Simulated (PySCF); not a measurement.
Geometry (Å), atoms numbered from 1 in this order:
```xyz
14

C    -2.289   -0.499    0.040
C    -1.001   -0.230   -0.088
C    -0.168    0.740    0.721
C     1.163    0.627   -0.063
C     2.271    0.238    0.737
N     3.150   -0.114    1.383
Si    0.426   -0.762   -1.210
H    -2.902   -0.021    0.791
H    -2.787   -1.209   -0.599
H    -0.060    0.413    1.757
H    -0.574    1.752    0.728
H     1.419    1.547   -0.590
H     0.373   -0.385   -2.622
H     0.977   -2.097   -1.006
```

[PySCF: GIAO PBE0/pcSseg-1 shieldings; GFN2-xTB geometry; isolated molecule; a single conformation; no relativistic terms]

Chemical shifts δ = σref − σ; 13C and 1H and 29Si vs TMS; NH3 for 15N, all at this level.

```json
{"atoms": "H14", "nucleus": "1H", "count": "1", "δ (ppm)": "5.25"}
{"atoms": "C3", "nucleus": "13C", "count": "1", "δ (ppm)": "?"}
{"atoms": "H12", "nucleus": "1H", "count": "1", "δ (ppm)": "?"}
{"atoms": "H10", "nucleus": "1H", "count": "1", "δ (ppm)": "3.30"}
{"atoms": "H8", "nucleus": "1H", "count": "1", "δ (ppm)": "6.24"}
{"atoms": "H11", "nucleus": "1H", "count": "1", "δ (ppm)": "3.40"}
{"atoms": "C4", "nucleus": "13C", "count": "1", "δ (ppm)": "5.8"}
{"atoms": "N6", "nucleus": "15N", "count": "1", "δ (ppm)": "297.1"}
{"atoms": "C5", "nucleus": "13C", "count": "1", "δ (ppm)": "?"}
{"atoms": "Si7", "nucleus": "29Si", "count": "1", "δ (ppm)": "-28.9"}
{"atoms": "C2", "nucleus": "13C", "count": "1", "δ (ppm)": "?"}
{"atoms": "C1", "nucleus": "13C", "count": "1", "δ (ppm)": "139.5"}
{"atoms": "H13", "nucleus": "1H", "count": "1", "δ (ppm)": "5.22"}
{"atoms": "H9", "nucleus": "1H", "count": "1", "δ (ppm)": "5.95"}
```

Question: Complete the table.

Answer: 
- C2: 153.5 ppm, fully substituted alkene carbon; an sp2 carbon of a C=C bond
- C5: 127.0 ppm, nitrile carbon; this is the usual window of a C≡N carbon, which has no attached hydrogen
- C3: 42.2 ppm, allylic sp3 CH2; saturated and bonded to C and H only
- H12: 2.37 ppm, hydrogen on an sp3 CH bonded to Si, α to a nitrile

Shifts are as computed. Against solution values, carbons near 30 ppm lie about +3 ppm off and those near 130 ppm about +5 ppm. Of 1211 compounds with measured shifts, 218 miss one by over three times the rms of a fit or turn the order of signals round; such compounds aren't used in these exercises. Experimental scales use liquid or dissolved standards, which lie at an offset from isolated NH3 (liquid NH3: subtract about 20 ppm). Unscaled 15N shifts of sp2 nitrogen come out 20 to 40 ppm too high even then.
